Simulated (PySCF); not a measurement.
C₄H₅FO, SMILES C1(=CO[C@H]1C)F. Heavy atoms are numbered as in [CH3:1][C@@H:2]1[O:3][CH:4]=[C:5]1[F:6]. Hydrogens are named by the atom that carries them.

Coordinates come from a r2SCAN-D4/def2-SVP optimisation. The structure was generated by enumeration; whether it is a known compound was not checked.

Calculation: PBE/pcSseg-1 in PySCF.

GIAO shieldings, no solvent; atoms alike by connectivity are averaged. δ = σ(ref) − σ: ¹³C against TMS (σ = 182.0 ppm); ¹⁷O against H2O (σ = 334.3 ppm); ¹⁹F against CFCl3 (σ = 133.6 ppm); ¹H against TMS (σ = 31.49 ppm), references at their B3LYP-D3(BJ)/def2-TZVP geometries, non-relativistic.

Computed chemical shifts:
| nucleus | atoms | count | δ (ppm) |
|---|---|---|---|
| ¹³C | C5 | 1 | 153.6 |
| ¹³C | C4 (CH) | 1 | 138.8 |
| ¹³C | C2 (CH) | 1 | 95.4 |
| ¹³C | C1 (CH3) | 1 | 22.2 |
| ¹⁷O | O3 | 1 | 131.3 |
| ¹⁹F | F6 | 1 | -158.7 |
| ¹H | H on C4 | 1 | 6.49 |
| ¹H | H on C2 | 1 | 5.65 |
| ¹H | H on C1 | 3 | 1.81 |
